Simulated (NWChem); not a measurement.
# C2H4Cl2; SMILES C(C)(Cl)Cl

```xyz
8

C     -1.7255    -0.1676     0.0000
C     -0.3409     0.4263     0.0000
Cl     0.5540    -0.0546    -1.4670
Cl     0.5540    -0.0546     1.4670
H     -1.6672    -1.2650     0.0000
H     -2.2719     0.1611    -0.8960
H     -2.2719     0.1611     0.8960
H     -0.3553     1.5229     0.0000
```
Atoms are numbered in this order, from 1.

Level: PBE0/def2-SVP (NWChem), optimised geometry, unscaled harmonic frequencies. 

| frequency (cm⁻¹) | IR intensity (km/mol) |
|---|---|
| 278 | 1.7 |
| 282 | 0.1 |
| 322 | 0.6 |
| 411 | 5.4 |
| 665 | 12.6 |
| 716 | 100.2 |
| 996 | 14.0 |
| 1066 | 40.4 |
| 1118 | 6.2 |
| 1245 | 31.3 |
| 1298 | 11.3 |
| 1393 | 15.1 |
| 1451 | 10.4 |
| 1457 | 2.7 |
| 3071 | 4.3 |
| 3161 | 1.6 |
| 3177 | 3.6 |
| 3188 | 3.4 |

* **zero-point energy**: 36.1 kcal/mol
* **thermal correction to the enthalpy at 298.15 K (with zero-point energy)**: 39.7 kcal/mol
* **heat capacity Cv**: 15.7 cal/(mol K)
* **entropy at 298.15 K and 1 atm (symmetry number 1)**: 72.2 cal/(mol K)
* **dipole moment**: 2.01 D

Rigid rotor and harmonic oscillator.
